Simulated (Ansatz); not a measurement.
`F[SiH](Cl)I` + `CO[SiH2][SiH2]N` → `CO[SiH](Cl)I` + `N[SiH2][SiH2]F`  (redistribution)

Isolated molecules relaxed with PBE0-D4/def2-TZVP in Ansatz; ΔE leaves out vibrations. CCSD(T)/CBS adds triple-zeta CCSD(T) − MP2 to the extrapolated MP2 energy (def2 sets, frozen cores). Functionals use def2-TZVPP. B3LYP here is the variant with VWN-RPA as its local correlation; programs differ in this. def2 core potentials past Kr. For I outer-core shells are correlated without core-valence functions, which leaves a few kJ/mol of doubt a bond. Each species was taken in one conformer, which may not be the lowest.

`F[SiH](Cl)I`:

```xyz
5

F    -0.755   -0.015    1.466
Si   -0.115    0.112    0.022
Cl   -1.022   -1.238   -1.190
I     2.248   -0.331    0.185
H    -0.355    1.472   -0.483
```

`CO[SiH2][SiH2]N`:

```xyz
14

C     1.395    0.075    1.659
O     0.334    1.000    1.583
Si   -1.063    0.677    0.772
Si   -0.719    0.293   -1.520
N     0.196   -1.165   -1.706
H     2.230    0.556    2.173
H     1.105   -0.816    2.229
H     1.729   -0.242    0.664
H    -1.944    1.854    0.985
H    -1.731   -0.529    1.359
H    -2.056    0.305   -2.201
H     0.078    1.386   -2.140
H     0.572   -1.393   -2.614
H    -0.127   -2.001   -1.245
```

`CO[SiH](Cl)I`:

Cartesian coordinates in Å:
```
C -1.004 -0.950 0.441
O -0.640 0.164 -0.354
Si 0.808 0.889 -0.316
Cl 2.296 -0.469 -0.688
I 0.778 2.603 -2.017
H -0.385 -1.819 0.202
H -0.909 -0.725 1.508
H -2.046 -1.185 0.223
H 1.102 1.492 1.000
```

`N[SiH2][SiH2]F`:

Z-matrix (Å, degrees):
```
Si
Si 1 2.346
N 1 1.722 2 107.7
H 1 1.489 2 109.2 3 117.5
H 1 1.496 2 108.9 3 -126.5
F 2 1.612 1 108.6 3 52.8
H 2 1.487 1 112.3 3 -65.6
H 2 1.488 1 112.1 3 171.6
H 3 1.008 1 119.2 2 -48.4
H 3 1.008 1 120.0 2 169.3
```

```csv
level,ΔE (kJ/mol),difference from CCSD(T)/CBS
PBE-D4,-3.6,5.0
r2SCAN-D4,-4.7,3.9
PBE0-D4,-5.4,3.2
B3LYP-D4,-6.8,1.8
ωB97X-V,-7.4,1.2
ωB97M-V,-6.7,1.9
B2PLYP,-8.0,0.6
PBE,-4.5,4.1
r2SCAN,-5.1,3.5
PBE0,-6.2,2.4
B3LYP,-7.9,0.7
HF/def2-TZVPP,-12.6,-4.0
MP2/def2-TZVPP,-8.4,0.2
SCS-MP2/def2-TZVPP,-8.9,-0.3
CCSD/def2-TZVPP,-7.8,0.8
CCSD(T)/def2-TZVPP,-6.9,1.7
HF/def2-QZVPP,-12.6,-4.0
MP2/def2-QZVPP,-9.3,-0.7
SCS-MP2/def2-QZVPP,-9.8,-1.2
HF/CBS(def2),-12.6,-4.0
MP2/CBS(def2),-10.0,-1.4
CCSD/CBS(def2),-9.5,-0.9
CCSD(T)/CBS,-8.6,0
```

Largest T1 diagnostic among the species: 0.011.

In def2-TZVPP, CCSD(T) changes the Hartree–Fock value by +5.7 kJ/mol (the triples alone add +0.9 kJ/mol) and MP2 by +4.2 kJ/mol.
